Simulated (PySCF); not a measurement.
Cartesian coordinates in Å; atom numbers follow the order of the lines, from 1:
```xyz
19

C     3.0114    1.6023    0.3887
C     2.2216    0.8025   -0.0225
C     1.2382   -0.1528   -0.4860
C     0.8244   -1.1577    0.6176
C    -0.6700   -0.9059    0.8142
N    -1.1092   -0.4079   -0.4761
C    -2.4380    0.1486   -0.4699
C    -0.0831    0.5338   -0.8807
H     3.7144    2.2977    0.7385
H     1.6510   -0.6900   -1.3444
H     0.9970   -2.1778    0.2785
H     1.3863   -0.9987    1.5369
H    -1.2215   -1.8121    1.0719
H    -0.8325   -0.1590    1.6125
H    -2.5384    1.0020    0.2225
H    -2.6875    0.4858   -1.4753
H    -3.1456   -0.6249   -0.1736
H    -0.1505    0.7254   -1.9531
H    -0.1778    1.4978   -0.3478
```

Geometry: GFN2-xTB; GIAO shifts from PySCF, gas phase, non-relativistic, averaged over equivalent atoms.

At PBE0/pcSseg-1 (191 basis functions, 45 s wall time on 1 thread of an Arm Neoverse N1, shared host):
| atoms | δ (ppm) |
| --- | --- |
| C2 | 93.6 |
| C1 | 75.4 |
| C8 | 67.9 |
| C5 | 59.1 |
| C7 | 43.0 |
| C4 | 37.6 |
| C3 | 29.8 |
| N6 | 62.6 |
| H18 | 3.31 |
| H10 | 3.00 |
| H13 | 2.91 |
| H11 | 2.37 |
| H15/H16/H17 | 2.33 |
| H14 | 2.08 |
| H19 | 2.01 |
| H12 | 1.83 |
| H9 | 1.55 |

Shifts are taken against calculated references (same method and geometry level): TMS for 13C (σ = 186.93 ppm) and 1H (σ = 31.72 ppm); NH3 for 15N (σ = 267.73 ppm).

What do these become at PBE0/def2-SVPD?

Answers


```csv
atoms,δ at PBE0/def2-SVPD,change
C2,84.7,-8.9
C1,64.7,-10.7
C8,63.4,-4.5
C5,55.5,-3.6
C7,40.1,-2.9
C4,33.3,-4.3
C3,26.5,-3.3
N6,54.1,-8.5
H18,3.38,+0.07
H10,3.11,+0.11
H13,2.97,+0.06
H11,2.37,+0.00
H15/H16/H17,2.44,+0.11
H14,2.40,+0.32
H19,2.38,+0.37
H12,1.98,+0.15
H9,1.42,-0.13
```

δ = σ(ref) − σ, references computed at the same level: 13C (σref 194.14), 1H (σref 31.88) vs TMS; NH3 for 15N (σref 269.21).

The largest change is at C1 (terminal alkyne carbon). Cost: 248 basis functions, 60 s wall time on 1 thread of an Arm Neoverse N1, shared host. The order of the carbon signals is the same at both levels.

Experimental scales use liquid or dissolved standards, which lie at an offset from isolated NH3 (liquid NH3: subtract about 20 ppm).
